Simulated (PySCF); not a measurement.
# Simulated absorption spectrum

Species: C2H6BN.
Geometry (PBE0-D3(BJ)/def2-SVP, Å), atoms numbered from 1 in this order:
```xyz
10
C2H6BN angstrom
B      2.0799   -0.0385    0.0249
C      0.5494   -0.0159    0.1977
N     -0.6068    0.0011    0.3273
C     -2.0024    0.0246    0.4870
H      2.4388    1.1322    0.0284
H      2.2925   -0.5947   -1.0449
H      2.5201   -0.6692    0.9775
H     -2.4898   -0.4184   -0.3937
H     -2.3505    1.0613    0.6040
H     -2.2888   -0.5500    1.3800
```

Theory: TDDFT CAM-B3LYP/def2-SVPD, vertical, gas phase, core orbitals frozen in the response in PySCF.

Each state is given a Gaussian of 0.25 eV full width at half maximum, with ε(max) = 2.175×10⁸ f / Δν̃ (Δν̃ the width in cm⁻¹). The width is an assumption, not a result. The curve ends short of the highest state used, and states not computed would add to its high-energy end.

(λ (nm), ε (L mol⁻¹ cm⁻¹)): (154.2, 62794), (155.9, 103762), (157.6, 87840), (159.3, 40755), (161.1, 13102), (162.8, 8059), (164.5, 6434), (166.2, 3464), (167.9, 1148), (169.6, 238), (171.3, 32), (173.1, 2), (174.8, 1), (176.5, 7), (178.2, 48), (179.9, 215), (181.6, 642), (183.3, 1314), (185.0, 1878), (186.8, 1893), (188.5, 1370), (190.2, 732), (191.9, 293), (193.6, 90), (195.3, 21), (197.0, 4), (198.8, 1), (200.5, 0), (202.2, 0), (203.9, 0)

(1) Locate the maxima and give the states behind the curve.

(2) Coming from long wavelengths, where does ε first pass 100 L mol⁻¹ cm⁻¹?

(3) On this curve, what absorbance would a 10⁻⁵ mol/L sample give at 193 nm over a 1 cm path?

## Answers

(1) 186 nm (6.67 eV), ε about 2000, made up of S2 (50%) and S3 (50%); 156 nm (7.93 eV), ε about 110000, made up of S6 (100%) (ε in L mol⁻¹ cm⁻¹; maxima over ε = 5, shares over 10%). The states used: S1 6.46 eV (f 0.0000); S2 6.67 eV (f 0.0091); S3 6.67 eV (f 0.0092); S4 7.58 eV (f 0.033); S5 7.59 eV (f 0.033); S6 7.93 eV (f 0.980); S7 8.62 eV (f 0.052); S8 8.62 eV (f 0.052); S9 8.64 eV (f 0.0000).

(2) At about 193 nm (6.41 eV), 0.05 eV below S1.

(3) 193 nm is 6.424 eV, where ε is about 140 L mol⁻¹ cm⁻¹, so A = ε c l ≈ 0.0014 (Beer–Lambert, with the gas-phase spectrum and the assumed width).

The run took 31 s on one thread of an Arm Neoverse V1, no GPU, shared host with 32 logical CPUs at a one-minute load of 12, and the process peaked at 0.55 GiB of memory.
